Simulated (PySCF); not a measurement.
Unknown compound

The spectra below were simulated for a compound C₈H₉ClSi.

1H NMR (400 MHz, computed): δ 6.94 (d, 1H), 6.57 (m, 1H), 6.38 (m, 1H), 6.35 (m, 1H), 6.33 (m, 1H), 6.21 (t, 1H), 4.68 (m, 2H), 3.20 (d, 1H).

13C{1H} NMR (computed): δ 160.9, 149.0, 144.9, 139.9, 133.6, 120.6, 97.1, 86.9.

Theory: shielding tensors at PBE0/pcSseg-1 (GIAO), coordinates at the GFN2-xTB level, in PySCF 2.14 (a single conformation, relativity neglected, fast rotation and ring inversion assumed for equivalent nuclei, no solvent).

Shifts are taken against calculated references (same method and geometry level): TMS for 1H (31.72 ppm) and 13C (186.93 ppm).

What is the structure?

Results:


- The formula gives 5 degrees of unsaturation (no ring in the answer).
- 8 carbon signals for 8 carbons: no two carbons are equivalent.
- Carbon types of the structure: 2 × C, 5 × CH, 1 × CH2, leaving 2 H on heteroatoms.
- δC 160.9: fully substituted alkene carbon; an sp2 carbon of a C=C bond.
- δC 149.0, 139.9, 133.6, 120.6: alkene CH; the olefinic region.
- δC 144.9: terminal =CH2 carbon; an sp2 carbon of a C=C bond.
- δC 97.1: terminal alkyne carbon; sp carbons lie upfield of alkene carbons because the cylindrical π system leaves one tensor component strongly shielded.
- δC 86.9: alkyne carbon; sp carbons lie upfield of alkene carbons because the cylindrical π system leaves one tensor component strongly shielded.
- δH 6.57, 6.38: hydrogen on a terminal =CH2 carbon; olefinic region.
- δH 3.20: hydrogen on a terminal alkyne carbon; it lies on the axis of the triple bond, in its shielding cone.

Structure: SMILES C(/C#C)=C\C(Cl)=C\[SiH2]C=C.

The data come from this structure; uniqueness wasn't tested.

Carbons that carry Cl, above all several Cl atoms, come out too deshielded, partly because spin–orbit coupling is missing. Shifts are as computed. Against solution values, carbons near 30 ppm lie about +3 ppm off and those near 130 ppm about +5 ppm; carbons on Cl a further +6 ppm. Of 1309 compounds with measured shifts, 239 miss one by over three times the rms of a fit or turn the order of signals round; such compounds aren't used in these exercises. Multiplicities follow the n + 1 count of equivalent neighbours, as no J values were calculated; m marks all less simple cases, F and P coupling included.
